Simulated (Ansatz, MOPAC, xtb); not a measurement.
The molecule TeO, multiplicity 3 (the spin of the measured ground state). No spin–orbit coupling.

The constants come from a fifth-degree fit in 1/R (seven points, main isotopes). In def2 and cc sets the state is the lowest found near the PBE0 minimum, followed along R.

Codes used: Ansatz (Gaussian orbitals); MOPAC for AM1, PM6, PM7 (differences of heats of formation); xtb for the GFN methods. Each number belongs to the level named beside it. In def2 rows elements past Kr take small-core potentials, without spin–orbit coupling. The GFN methods have no spin term and hold the electronic entropy of 300 K.

| level | r_e (Å) | ω_e (cm⁻¹) | α_e (cm⁻¹) | B_e (cm⁻¹) | D_e (eV) | dipole (D) |
|---|---|---|---|---|---|---|
| AM1 | 1.857 | 1180 | 0.0011 | 0.343 | - | - |
| PM6 | 1.852 | 701 | 0.00062 | 0.345 | - | - |
| PM7 | 1.769 | 1009 | 0.0016 | 0.378 | - | - |
| GFN1-xTB | 1.822 | 823 | 0.0018 | 0.357 | - | - |
| GFN2-xTB | 1.805 | 750 | 0.0019 | 0.363 | - | - |
| SVWN5/def2-TZVPP | 1.825 | 814 | 0.0021 | 0.356 | 5.79 | 2.79 |
| PBE/def2-TZVPP | 1.844 | 783 | 0.0021 | 0.348 | 4.80 | 2.79 |
| r2SCAN/def2-TZVPP | 1.824 | 823 | 0.0021 | 0.356 | 4.32 | 2.82 |
| B97M-V/def2-TZVPP | 1.815 | 836 | 0.0021 | 0.359 | 4.32 | 2.91 |
| B3LYP/def2-TZVPP | 1.829 | 816 | 0.0021 | 0.354 | 4.12 | 2.98 |
| PBE0/def2-TZVPP | 1.811 | 852 | 0.0020 | 0.361 | 4.02 | 2.96 |
| BHLYP/def2-TZVPP | 1.796 | 888 | 0.0020 | 0.367 | 3.22 | 3.18 |
| CAM-B3LYP/def2-TZVPP | 1.808 | 864 | 0.0020 | 0.362 | 4.00 | 3.13 |
| wB97X-V/def2-TZVPP | 1.803 | 883 | 0.0019 | 0.364 | 4.03 | 3.08 |
| wB97M-V/def2-TZVPP | 1.806 | 876 | 0.0019 | 0.363 | 3.92 | 3.15 |
| B2PLYP/def2-TZVPP | 1.837 | 783 | 0.0022 | 0.351 | 4.18 | - |
| CCSD/def2-TZVPP | 1.809 | 856 | 0.0021 | 0.362 | 3.44 | - |
| CCSD/def2-QZVPP | 1.802 | 865 | 0.0021 | 0.365 | 3.64 | - |
| CCSD(T)/def2-TZVPP | 1.824 | 821 | 0.0020 | 0.356 | 3.82 | - |
| CCSD(T)/def2-QZVPP | 1.818 | 827 | 0.0021 | 0.358 | 4.05 | - |
| CCSD(T)/CBS(def2-TZVPP, def2-QZVPP) | 1.815 | 831 | 0.0021 | 0.359 | - | - |

D_e counts from each atom's lowest state at the same level, without counterpoise or zero-point energy.

Correlated levels freeze the inner cores; with def2 sets outer-core shells near the valence are correlated too. CBS: X⁻³ extrapolation of the correlation energy, Hartree–Fock from the larger set. The state that AM1, PM6, PM7 reach isn't checked; PM7 holds dispersion and hydrogen-bond terms.

Doubts at one or more of the structures used: other coupled-cluster roots lie near (CCSD/def2-TZVPP, CCSD(T)/def2-TZVPP, CCSD(T)/CBS(def2-TZVPP, def2-QZVPP)).

Measured for the ground state: r_e 1.825 Å, ω_e 797.11 cm-1, ω_e x_e 4 cm-1, B_e 0.3554 cm-1, α_e 0.00237 cm-1 [Huber and Herzberg (1979), NIST Chemistry WebBook]. D_0 3.869 ± 0.22 eV (a handbook's tabulated 298 K bond energy less 3RT/2; such tables hold older values) [Luo, bond dissociation energies, CRC Handbook].

Ansatz is a program for electronic structure.
